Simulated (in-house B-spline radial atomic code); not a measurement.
Zn⁺. Computed with a B-spline radial atomic code. Model: all-electron spherical atom, spin shells full or empty, radial basis limit, no spin-orbit coupling: exact exchange with a local potential (Slater, KLI or optimised effective potential, whose far tail is KLI's), no correlation.

Empty minority-spin level lies below the highest occupied level: each spin potential is zero at infinity, spin occupations fixed.

The run also made RPA and GW results, which its time includes.

The Slater potential averages the orbital exchange potentials with the orbital densities as weights, KLI adds orbital constants, and the optimised effective potential minimises the exact-exchange energy among local potentials. So their energies lie above Hartree-Fock in the order OEP, KLI, Slater. All fall off as −1/r, unlike LDA and GGA exchange.

Command:
```bash
python run_gw.py task.json out
```
Settings (lengths in bohr, energies in hartree):
```
Z                      30
electrons              29
configuration          [Ar] 3d10 4s1
hamiltonian            nr
method                 slater
lmax                   9
spin_polarised         True
box_radius             23.78
intervals              75
ion_configuration      [Ar] 3d10
```

Run time, properties included: 6.1 s on 1 thread of Intel(R) Xeon(R) 6975P-C (Granite Rapids), with other jobs on the host.

Given: hamiltonian non-relativistic; mean-field start Slater potential.

Computed: energy above Hartree-Fock 240.3 millihartree; virial ratio -E/T less 1 -0.015024.

```
radius (bohr)  r times exchange potential up (hartree bohr)  r times exchange potential down (hartree bohr)
      0.00167                                     -0.051422                                       -0.051398
      0.00208                                     -0.063988                                       -0.063957
      0.00259                                     -0.079572                                       -0.079535
      0.00322                                      -0.09873                                       -0.098684
      0.00402                                      -0.12289                                        -0.12283
      0.00501                                      -0.15245                                        -0.15238
      0.00624                                       -0.1886                                        -0.18851
      0.00777                                             ?                                               ?
      0.00968                                      -0.28554                                        -0.28541
       0.0121                                      -0.34946                                        -0.34931
        0.015                                      -0.42092                                        -0.42075
       0.0187                                      -0.50363                                        -0.50343
       0.0233                                      -0.59319                                        -0.59297
       0.0291                                      -0.68608                                        -0.68586
       0.0362                                             ?                                               ?
       0.0452                                       -0.8427                                        -0.84254
       0.0563                                      -0.88246                                        -0.88238
       0.0701                                      -0.88873                                        -0.88872
       0.0874                                      -0.90073                                        -0.90056
        0.109                                      -0.98149                                        -0.98082
        0.136                                       -1.1276                                         -1.1265
        0.169                                       -1.2788                                         -1.2775
        0.211                                       -1.3811                                         -1.3801
        0.262                                       -1.3782                                         -1.3777
        0.327                                        -1.267                                         -1.2655
        0.407                                       -1.2631                                          -1.256
        0.508                                       -1.4585                                         -1.4481
        0.632                                       -1.6643                                          -1.655
        0.788                                        -1.764                                         -1.7581
        0.982                                       -1.7204                                         -1.7225
         1.22                                       -1.5517                                         -1.5826
         1.52                                       -1.3063                                         -1.3985
          1.9                                       -1.1065                                         -1.2319
         2.37                                       -1.0272                                         -1.1203
         2.95                                       -1.0109                                         -1.0592
         3.67                                       -1.0077                                         -1.0294
         4.58                                       -1.0046                                         -1.0155
```

Q: What belongs in the row 0.00777?

A: r times exchange potential up (hartree bohr): -0.23253; r times exchange potential down (hartree bohr): -0.23242.

Q: What belongs in the row 0.0362?

A: r times exchange potential up (hartree bohr): -0.77204; r times exchange potential down (hartree bohr): -0.77183.

| occupied | level (hartree) | Hartree-Fock level (hartree) |
| --- | --- | --- |
| 1s up | -350.75 | -353.65 |
| 1s down | -350.74 | -353.64 |
| 2s up | -43.372 | -44.7 |
| 2s down | -43.366 | -44.697 |
| 2p up | -38.588 | -39.263 |
| 2p down | -38.582 | -39.264 |
| 3s up | ? | ? |
| 3s down | ? | ? |
| 3p up | -3.8715 | -4.1814 |
| 3p down | -3.8652 | -4.181 |
| 3d up | -1.1778 | -1.1251 |
| 3d down | -1.1796 | -1.1244 |
| 4s up | -0.7103 | -0.61269 |

Q: What belongs in the row 3s up?

A: level (hartree): -5.4347; Hartree-Fock level (hartree): -5.9815.

Q: What belongs in the row 3s down?

A: level (hartree): -5.4265; Hartree-Fock level (hartree): -5.9718.

```csv
empty,level (hartree)
4s down,-0.74799
4p down,-0.48904
4p up,-0.46149
5s down,-0.27228
5s up,-0.26696
4d down,?
4d up,-0.22122
5p down,?
5p up,-0.20422
```

Q: What belongs in the row 4d down?

A: level (hartree): -0.22687.

Q: What belongs in the row 5p down?

A: level (hartree): -0.20938.

The highest level, 4s up, differs from Hartree-Fock by -2.7 eV and the deepest, 1s up, by +79 eV: the Slater potential lacks the response part and is deeper than the optimised one throughout, so the top level comes too deep.
